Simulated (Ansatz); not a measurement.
`CC(=O)CC(=O)c1ccccc1`, relaxed with RKS PBE0-D4/def2-TZVP in Ansatz 0.2.0 from a PBE-D4/def2-SVP geometry. The force threshold is 0.005 eV/Å; the program also tests the step.

The species carries charge 0 and has multiplicity 1.

Start:

```xyz
22

C     1.058   -3.330    0.218
C     0.330   -2.332   -0.652
O    -0.845   -2.443   -0.962
C     1.165   -1.120   -1.098
C     1.228   -0.079    0.030
O     2.160   -0.097    0.827
C     0.115    0.914    0.142
C    -1.078    0.816   -0.609
C    -2.091    1.771   -0.441
C    -1.918    2.834    0.459
C    -0.734    2.935    1.212
C     0.272    1.976    1.061
H     1.805   -3.880   -0.395
H     0.345   -4.049    0.661
H     1.633   -2.799    1.006
H     0.718   -0.702   -2.018
H     2.211   -1.431   -1.285
H    -1.237   -0.034   -1.288
H    -3.026    1.680   -1.015
H    -2.713    3.586    0.581
H    -0.603    3.764    1.923
H     1.205    2.019    1.643
```

**Question.** By how much does the energy fall, and how many steps does the optimiser take? (An estimate is asked.)

**Answer.** Ansatz gave: 12.85 kJ/mol, in 11 steps, 1 of them rejected.

**Question.** Which bonds change most? (An estimate is asked.)

**Answer.** Ansatz gave: C7–C8 from 1.412 to 1.394 Å; C7–C12 from 1.413 to 1.395 Å; C1–H15 from 1.110 to 1.093 Å; C12–H22 from 1.100 to 1.083 Å.

**Question.** Give the relaxed structure. (An estimate is asked.)

**Answer.** Computed: 
```xyz
22

C     1.056   -3.292    0.233
C     0.343   -2.331   -0.669
O    -0.792   -2.495   -1.039
C     1.141   -1.107   -1.098
C     1.195   -0.093    0.035
O     2.107   -0.129    0.830
C     0.104    0.907    0.148
C    -1.074    0.813   -0.590
C    -2.072    1.761   -0.425
C    -1.892    2.812    0.461
C    -0.718    2.912    1.198
C     0.272    1.959    1.048
H     1.811   -3.829   -0.350
H     0.352   -4.007    0.656
H     1.591   -2.754    1.019
H     0.684   -0.691   -1.994
H     2.174   -1.395   -1.297
H    -1.232   -0.017   -1.268
H    -2.992    1.677   -0.990
H    -2.671    3.557    0.581
H    -0.580    3.733    1.891
H     1.191    2.008    1.619
```
